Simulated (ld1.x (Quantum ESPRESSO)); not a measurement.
**Before and after: ultrasoft potential for strontium (Sr)**

* Element: Sr
* Generator: ld1.x (Quantum ESPRESSO) 7.5
* Type: ultrasoft
* Functional: PBE
* Relativity: scalar-relativistic
* Frozen core: [Ar] 3d10
* Valence charge: 10
* Reference configuration: 4s2 4p6 4d0 5s2 5p0
* Partial waves: 4s (bound): rcut 1.75, rcutus 2.10 bohr; 5s (bound): rcut 1.75, rcutus 2.10 bohr; 4p (bound): rcut 2.20, rcutus 2.45 bohr; 5p (bound, empty): rcut 2.20, rcutus 2.45 bohr; 4d (bound, empty): rcut 2.80, rcutus 3.70 bohr; 4d channel at 0.85 Ry: rcut 2.80, rcutus 3.70 bohr
* Local potential: all-electron potential smoothed inside 3.45 bohr (lloc = -1)
* Core correction: a·sin(br)/r model core inside 1.85 bohr
* Augmentation charge: PSQ, inside the norm-conserving radii

All-electron outer shells of the reference configuration (PBE, scalar-relativistic, ld1.x):

| shell | level (eV) | outermost node (bohr) | outermost maximum (bohr) |
| --- | --- | --- | --- |
| 3p | -256.15 | 0.19 | 0.43 |
| 3d | -128.02 | – | 0.38 |
| 4s | -40.90 | 0.59 | 1.19 |
| 4p | -22.82 | 0.61 | 1.33 |
| 5s | -3.53 | 1.65 | 3.72 |
| 5p | -1.28 | 1.96 | 4.83 |
| 4d | -1.28 | 0.65 | 2.12 |

Change: all radii but the core radius scaled by about 1.23 (s 2.58, p 3.00, d 4.54 bohr, rcut 2.14/2.70/3.44); local potential all-electron potential smoothed inside 4.22 bohr (lloc = -1).

Cutoffs: the cutoffs (Ry, on a coarse ladder) from which the occupation-weighted sum of valence levels, in a spherical-Bessel basis at the reference potential, stays within 10 and 1 mRy of its value at 400 Ry; they do not see the model core or the augmentation charge, which bear on the density cutoff. Errors are all-electron minus pseudo energies relative to the spin-unpolarised reference configuration.

Problem. What does the change do?

Solution. The potential gets softer (15 Ry and 25 Ry → 15 Ry and 18 Ry); the number of tests with a reliable result goes from 7 to 0 (the test run of the changed file stopped, so its transferability is not established); neither file shows a bound ghost. A larger radius leaves more room for a smooth pseudo-wave, so fewer plane waves are needed.

| quantity | base | changed |
| --- | --- | --- |
| cutoff, loose | 15 Ry | 15 Ry |
| cutoff, tight | 25 Ry | 18 Ry |
| loose cutoff by channel (10 mRy a level) | s 12 Ry, p 10 Ry | s 12 Ry, p 6 Ry |
| bound ghosts | none | none |
| tests with a reliable result | 7 of 7 | 0 of 7 (the test run stopped) |
| lowest overlap eigenvalue by channel | s 0.27, p 0.14, d 0.21 | s 0.16, p 0.07, d 0.86 |
